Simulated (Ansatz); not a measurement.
Results of the Gaussian-basis code of Ansatz.

Basis-set series for `C[CH2][In][F]` radical. The species carries charge 0 and has multiplicity 2. In takes the def2 core potential. Geometry: relaxed with PBE0-D4/def2-TZVP. It is one conformer, not always the lowest.

```
functional       basis  functions  energy (Eh)  HOMO (eV)  LUMO (eV)
   PBE0-D4    def2-SVP         93   -368.86993      -5.86      -3.00
   PBE0-D4  def2-QZVPP        403   -369.10642      -5.97      -3.11
   ωB97M-V    def2-SVP         93   -368.92138      -7.82      -1.39
   ωB97M-V  def2-QZVPP        403   -369.16688      -7.95      -1.59
```

Q: Give the rows for def2-TZVPP. (An estimate is asked.)

A: The calculation gave: 
```csv
functional,basis,functions,energy (Eh),HOMO (eV),LUMO (eV)
PBE0-D4,def2-TZVPP,213,-369.09429,-5.95,-3.08
ωB97M-V,def2-TZVPP,213,-369.15490,-7.92,-1.53
```

HOMO and LUMO are taken over both spins.
